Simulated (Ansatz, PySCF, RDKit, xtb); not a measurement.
Dimer: dimethyl selenide (SMILES C[Se]C) (first 9 atoms) with NH3 (SMILES N); geometry from B3LYP-D3(BJ)/def2-TZVP, rigid monomers moved along the line of their centres of mass till H8···N10 is 2.44 Å.
(charge 0, multiplicity 1):
```json
[
 {"atom": "C", "x (Å)": "-0.7987", "y (Å)": "0.0632", "z (Å)": "-1.8323"},
 {"atom": "Se", "x (Å)": "-0.6052", "y (Å)": "0.3573", "z (Å)": "0.0973"},
 {"atom": "C", "x (Å)": "1.3183", "y (Å)": "0.7299", "z (Å)": "0.1027"},
 {"atom": "H", "x (Å)": "-0.1782", "y (Å)": "-0.7731", "z (Å)": "-2.1477"},
 {"atom": "H", "x (Å)": "-1.8452", "y (Å)": "-0.1698", "z (Å)": "-2.0179"},
 {"atom": "H", "x (Å)": "-0.5251", "y (Å)": "0.9642", "z (Å)": "-2.3773"},
 {"atom": "H", "x (Å)": "1.8596", "y (Å)": "-0.1130", "z (Å)": "-0.3225"},
 {"atom": "H", "x (Å)": "1.5866", "y (Å)": "0.8564", "z (Å)": "1.1492"},
 {"atom": "H", "x (Å)": "1.5251", "y (Å)": "1.6379", "z (Å)": "-0.4597"},
 {"atom": "N", "x (Å)": "0.3544", "y (Å)": "0.1730", "z (Å)": "3.1450"},
 {"atom": "H", "x (Å)": "0.7498", "y (Å)": "-0.1973", "z (Å)": "4.0016"},
 {"atom": "H", "x (Å)": "-0.3913", "y (Å)": "0.8091", "z (Å)": "3.4041"},
 {"atom": "H", "x (Å)": "-0.0745", "y (Å)": "-0.5986", "z (Å)": "2.6451"}
]
```

Counterpoise-corrected where a basis set is named; no monomer relaxation. Rows marked so take none. RDKit's UFF carries no charges.

Frozen-core correlation. Filled d and f shells under p-block atoms count as core. Rows in 6-31G* carry no dispersion term and start afresh at each structure (6-31G* with six Cartesian d functions); the Pople sets are all-electron and without relativity.

Codes used: Ansatz (a first-principles code) with Gaussian orbitals; PySCF for 6-31G* rows, the dispersion terms; RDKit for the force fields; xtb for the GFN methods. Each number belongs to the level named beside it.

```
level                          interaction energy (meV)
-----------------------------  ------------------------
UFF                                                90.0
GFN2-xTB                                         -130.2
HF/6-31G* (no counterpoise)                       -13.3
BP86/6-31G* (no counterpoise)                     -84.8
r2SCAN/def2-TZVPPD                                -75.3
r2SCAN-D4/def2-TZVPPD                             -93.6
PBE0/def2-TZVPPD                                  -49.5
PBE0-D3(BJ)/def2-TZVPPD                          -103.5
CCSD/aug-cc-pVDZ                                    ___
```

Q: Fill in the missing entries.

A: 
- CCSD/aug-cc-pVDZ, interaction energy (meV): -41.7
